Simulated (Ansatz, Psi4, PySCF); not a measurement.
C3H9OSi (SMILES [CH2][Si](C)(C)O), doublet, at a GFN2-xTB geometry, atoms displaced at random by about 0.03 Å a coordinate. Base run: B3LYP/STO-3G, gradient run with PySCF.

PySCF was given this input:
```python
from pyscf import gto, scf, dft

mol = gto.Mole()
mol.atom = '''
    C     0.626927    1.485740   -0.957642
    Si   -0.006200    0.065773    0.046598
    C    -1.516991   -0.790250   -0.884686
    C     1.342234   -1.238798    0.258389
    O    -0.379507    0.491073    1.596001
    H     0.664164    2.535669   -0.507045
    H     0.871021    1.483566   -2.011773
    H    -2.209313   -0.074530   -1.021488
    H    -1.828739   -1.602100   -0.344682
    H    -1.230445   -1.062903   -1.877466
    H     0.989323   -2.076994    0.810979
    H     2.248460   -0.802167    0.802077
    H     1.830333   -1.593547   -0.670981
    H    -1.094613    1.117276    1.748519
'''
mol.basis = 'sto-3g'
mol.charge = 0
mol.spin = 1
mol.verbose = 3
mol.build()

mf = dft.UKS(mol)
mf.xc = 'b3lyp'
mf.kernel()
g = mf.nuc_grad_method()
grad = g.kernel()
```

Programs used: Ansatz (an electronic-structure program), Psi4, PySCF; a row that names a program was run with it.

The coordinate followed is z of atom 1.

Each row names what was changed in the base input (with any setting that the change needs).

| change | dE/dx (Eh/bohr) | net force (Eh/bohr) |
|---|---|---|
| base | -0.025927 | 0.000060 |
| finite difference step (bohr) = 1e-4; conv_tol = 1e-11 | -0.025926 | - |
| grids.level = 0; grid_response = on | -0.027681 | 0.000000 |
| grids.level = 1; grid_response = off | -0.025875 | 0.000301 |
| code = psi4 | -0.025898 | 0.000082 |
| finite difference step (bohr) = 0.01; conv_tol = 1e-11 | -0.025946 | - |
| density fitting = on; auxbasis_response = off | -0.026311 | 0.004556 |
| density fitting = on | -0.025930 | 0.000060 |
| conv_tol = 1e-4 | -0.025930 | 0.000060 |
| code = ansatz | -0.025926 | 0.000000 |
| finite difference step (bohr) = 0.05; conv_tol = 1e-11 | -0.026424 | - |
| finite difference step (bohr) = 1e-5; conv_tol = 1e-11 | -0.025926 | - |

The net force is zero for an exact gradient.

Open shells are given as the SCF converged; they aren't shown to be the lowest states, and a large step between rows can be another state.
